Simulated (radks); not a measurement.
Values are calculated unless marked as measured or tabulated.
The nuclear charge of neutral lutetium is varied continuously with 71 electrons held in [Xe] 4f14 5d1 6s2. Level of theory: scalar-relativistic Kohn-Sham, PBEsol, spin-polarised, spherical densities, finite nucleus; open shells are filled with parallel spins first (spin-orbit coupling, left out, can overturn this in heavy ions); Fermi nuclear charge, rms radius 5.37 fm (a radial shooting solver on a logarithmic mesh with Libxc functionals). By the Hellmann-Feynman theorem dE/dZ = E(electron-nucleus)/Z, the electronic potential at the nucleus (averaged over a nucleus of fixed radius). The scalar-relativistic energy here is not variational (the density holds large components alone), so the two differ by a part that grows with Z.

Z     E (hartree)  E(electron-nucleus)/Z (hartree)  HOMO  e(HOMO) (eV)  <r> HOMO (bohr)
70.8  -14455.4687                         -503.087    5d        -0.647            3.222
71    -14557.0163                         -505.254    5d        -1.978            2.866
71.2  -14659.0046                         -507.418    5d        -3.510            2.640
71.4  -14761.4331                         -509.580    5d        -5.201            2.476
71.6  -14864.3017                         -511.742    5d        -7.028            2.348
71.8  -14967.6104                         -513.904    5d        -8.977            2.243
72    -15071.3592                         -516.066    5d       -11.036            2.156

The central difference of E at Z = 71 is -508.840 hartree, to compare with the third column; the second derivative is -11 hartree.
